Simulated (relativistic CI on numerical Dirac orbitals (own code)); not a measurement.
Sensitivity of the levels of Eu³³⁺ to α and to the nuclear radius

Method of calculation: Dirac-Coulomb-Breit CI, KLI orbitals optimised for each configuration, derivatives by finite differences, unscaled Slater integrals, QED left out (own radial code, finite nucleus).

Configuration list (outside the closed core [Ar] 3d10): 4s², 4s4p, 4p², 4s4d, 4d², 4s4f, 4p4d, 4f². Levels of other configurations are missing.

With x = (α/α₀)² − 1 an excitation energy changes as ω = ω₀ + qx; K = 2q/ω₀ is the relative enhancement. Terms are leading LS components, so labels can repeat. The field-shift factor is F = δν/δ⟨r²⟩ for the transition from the lowest level.

Lowest level 4s² ¹S0.

```csv
Level,ω₀ (cm⁻¹),q (cm⁻¹),F (GHz/fm²)
4s4p ³P°0,512662,59470,-612
4s4p ³P°1,552650,74750,-615
4s4p ³P°2,851625,447000,-639
4s4p ¹P°1,973169,439200,-644
4p² ³P0,1185223,135400,-1240
4p² ³P1,1485761,514700,-1270
4p² ¹D2,1492944,513200,-1230
4p² ³P2,1802045,796500,-1130
4s4d ³D1,1832217,473500,-634
4s4d ³D2,1857816,535700,-696
4s4d ³D3,1902032,544400,-632
4p² ¹S0,1906355,894400,-1280
4s4d ¹D2,2013328,591700,-765
4p4d ³F°2,2370890,538400,-1260
4p4d ³D°1,2485848,549000,-1260
4p4d ³F°3,2492969,629200,-1250
4p4d ³P°2,2504007,614700,-1260
4p4d ³D°2,2753058,926800,-1280
4p4d ¹F°3,2766537,862800,-1190
4p4d ³F°4,2767075,969000,-1240
4p4d ³P°0,2782154,926900,-1290
4p4d ³P°1,2789141,929400,-1290
4p4d ³P°2,2832641,988400,-1280
```

At this charge energies of transitions that change n are usually good to better than 1 %, and those within a shell (Δn = 0) to a few per cent.

Question: Which transition from the lowest level has the largest |K|?

Answer: 4s4p ³P°2 at 851625 cm⁻¹, K = 1.05.
